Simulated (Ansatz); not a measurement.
`OCB(F)S` → B• + C• + F• + 4 H• + O• + S•  (atomization)

Isolated molecules relaxed with PBE0-D4/def2-TZVP in Ansatz; ΔE leaves out vibrations. CBS: MP2 limit from def2 TZ/QZ plus the TZ coupled-cluster correction, frozen cores. This one scheme is used for every species, atoms too. DFT in def2-TZVPP. Open shells (•) are unrestricted, without spin–orbit coupling. Spin–orbit coupling would lower the free atoms: a little for B, C, F, O, S. One conformer a species, not always the lowest.

| level | ΔE (kJ/mol) |
| --- | --- |
| revPBE | 3421.6 |
| CCSD(T)/def2-SVP | 3291.8 |
| SCS-MP2/def2-TZVPP | 3431.9 |
| HF/def2-QZVPP | 2521.8 |

What does CCSD(T)/CBS give? (An estimate is asked.)

The calculation gave: +3475.9 kJ/mol. The listed levels differ from it by -54.3, -184.1, -44.0, -954.1 kJ/mol.

Largest T1 diagnostic among the species: 0.014.

At CCSD(T), def2-SVP lies −184.1 kJ/mol from the extrapolated value and def2-TZVPP −92.4 kJ/mol: correlation converges slowly with the basis, and small sets miss more of it in the bonded molecule than in its fragments. From r2SCAN to r2SCAN0 (25 % exact exchange), in def2-TZVPP and without D4, ΔE moves by −73.1 kJ/mol: exact exchange takes away binding that semilocal exchange gives to molecules. The D4 term adds +26.2 kJ/mol with B3LYP and +13.6 kJ/mol with PBE0; it sums over pairs of atoms, weighted by their polarisabilities, and B3LYP, whose exchange is more repulsive, gets the larger term.

B3LYP here is the variant with VWN-RPA as its local correlation; programs differ in this.

For atomizations the MP2-based limit and the directly extrapolated one differ by several kJ/mol either way, and by 10 to 25 for some Ge, Se and Sn compounds, so smaller differences from it don't rank the levels.
